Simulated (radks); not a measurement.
Q: The table gives one normalised radial function P(r) = r R(r) (large component) of Ti3+ in [Ar] 4p1 (r in bohr). Calculated with a radial shooting solver on a logarithmic mesh with Libxc functionals: Dirac Kohn-Sham, PBEsol, spin-unpolarised, spherical densities, finite nucleus; open shells fill j = l - 1/2 first; Fermi nuclear charge, rms radius 3.5921 fm.

r           P
0.005747   0.0039
0.006584   0.0050
0.007483   0.0064
0.008505   0.0082
0.009744   0.0106
0.01107    0.0135
0.01269    0.0174
0.01442    0.0221
0.01652    0.0283
0.01878    0.0357
0.02151    0.0454
0.02445    0.0567
0.02779    0.0706
0.03184    0.0887
0.03618    0.1092
0.04146    0.1353
0.04712    0.1643
0.05398    0.2002
0.06135    0.2387
0.07029    0.2845
0.07989    0.3313
0.0908     0.3803
0.104      0.4326
0.1182     0.4788
0.1355     0.5202
0.154      0.5467
0.1764     0.5553
0.2005     0.5385
0.2297     0.4878
0.261      0.4045
0.2967     0.2846
0.3399     0.1181
0.3863    -0.0698
0.4426    -0.2910
0.503     -0.5047
0.5763    -0.7181
0.655     -0.8864
0.7504    -1.0108
0.8529    -1.0638
0.9694    -1.0502
1.111     -0.9680
1.262     -0.8408
1.446     -0.6745
1.644     -0.5108
1.883     -0.3509
2.14      -0.2271
2.452     -0.1303
2.787     -0.0699
3.167     -0.0336
3.629     -0.0134
4.124     -0.0048
4.725     -0.0014
5.37      -0.0003
6.153     -0.0001
6.993     0.0000
8.012     0.0000
9.106     0.0000

Which n and l does it have? It may be an empty orbital.

A: n = 3, l = 1: the number of nodes gives n - l - 1 = 1, the rise at small r points to l (this Dirac orbital starts outside the nucleus as r^gamma with gamma = sqrt((l + 1)^2 - (Z/c)^2) = 1.99; the j = 3/2 orbital of l + 1 starts with the same power, but with a smaller coefficient, and then steepens), and the extent must fit the shell. The curve is that of 3p3/2; the two j differ most near the nucleus, where j = l - 1/2 has the larger amplitude, and in heavy atoms j = l - 1/2 is also the more compact. 3p3/2: eigenvalue -78.573 eV, 1 radial node at r = 0.369 bohr, <r> = 1.03 bohr, 90 % of the charge inside 1.57 bohr.
